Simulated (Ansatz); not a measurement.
SiNi, closed-shell singlet (the spin of the measured ground state), most abundant isotopes (57.9353 and 27.9769 u). Constants from fifth-degree fits in 1/R to seven points on the lowest solution found; no spin–orbit coupling, no relativity up to Kr; ω_e x_e and α_e move by some per cent with the fit.

Correlated levels freeze the inner cores; with def2 sets outer-core shells near the valence are correlated too.

Programs: Ansatz (Gaussian orbitals). Values without a source in brackets are computed.

Total energies (hartree; each atom in its lowest state at that level) and vibrational constants (cm⁻¹):

| level | E(SiNi) at r_e | E(Ni) | E(Si) | ω_e | ω_e x_e |
|---|---|---|---|---|---|
| PBE/def2-TZVPP | -1797.397840 | -1508.039963 | -289.222893 | 485 | 1.7 |
| B3LYP/def2-TZVPP | -1797.808537 | -1508.329050 | -289.392085 | 498 | 1.7 |
| wB97M-V/def2-TZVPP | -1797.625660 | -1508.190462 | -289.352501 | 532 | 1.6 |
| CCSD(T)/def2-QZVPP | -1796.603585 | -1507.553448 | -288.938388 | 468 | 3.4 |

Question: Work out D_e and D₀ in eV.

Answer: 
D_e = E(Ni) + E(Si) − E(molecule), times 27.2114 eV; D₀ = D_e − (ω_e/2 − ω_e x_e/4)/8065.54.
- PBE/def2-TZVPP: D_e = 3.673, zero point 0.030, D₀ = 3.643 eV, 0.32 eV from the measured value
- B3LYP/def2-TZVPP: D_e = 2.378, zero point 0.031, D₀ = 2.348 eV, -0.98 eV from the measured value
- wB97M-V/def2-TZVPP: D_e = 2.250, zero point 0.033, D₀ = 2.217 eV, -1.11 eV from the measured value
- CCSD(T)/def2-QZVPP: D_e = 3.041, zero point 0.029, D₀ = 3.012 eV, -0.31 eV from the measured value
Measured D₀ = 3.324 eV [Morse and co-workers]; it holds the spin–orbit terms that these runs lack.

Doubts at one or more of the structures used: T1 above 0.05 (CCSD(T)/def2-QZVPP); a restricted determinant that unrestricted orbitals would lower (CCSD(T)/def2-QZVPP).

Ansatz is a quantum-chemistry and plane-wave program.
